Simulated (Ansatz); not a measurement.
Consider the formal exchange of groups at a Ga–N bond: `[NH2][GaH2]` + `C=CNC` → `C=C[NH][GaH2]` + CH₃NH₂.

Calculated with Ansatz (gas phase, PBE0-D4/def2-TZVP geometries, no zero-point term in ΔE). CCSD(T)/CBS is the MP2 limit (def2-TZVPP, def2-QZVPP) plus CCSD(T) − MP2 in def2-TZVPP, frozen cores. Functionals use def2-TZVPP. For Ga outer-core shells are correlated without core-valence functions, which leaves a few kJ/mol of doubt a bond. Scalar relativity is left out up to krypton. Each species was taken in one conformer, which may not be the lowest.

```tsv
level	ΔE (kJ/mol)
revPBE-D4	1.6
BLYP-D4	1.5
revPBE	2.4
BLYP	3.2
HF/def2-TZVPP	2.3
MP2/def2-QZVPP	2.5
SCS-MP2/def2-QZVPP	1.8
MP2/CBS(def2)	3.1
```

(1) What does CCSD(T)/CBS give? (Estimate.)

Largest T1 diagnostic among the species: 0.014.

Answers

(1) Computed: +2.1 kJ/mol. The listed levels differ from it by -0.5, -0.6, 0.3, 1.1, 0.2, 0.4, -0.3, 1.0 kJ/mol.

Leaving LDA and LC-ωPBE aside and taking each functional with its dispersion term where it has one, the values, not all of them listed here, spread over 3.7 kJ/mol, from BLYP-D4 to CAM-B3LYP-D4. LDA lies +5.2 kJ/mol from PBE without D4.
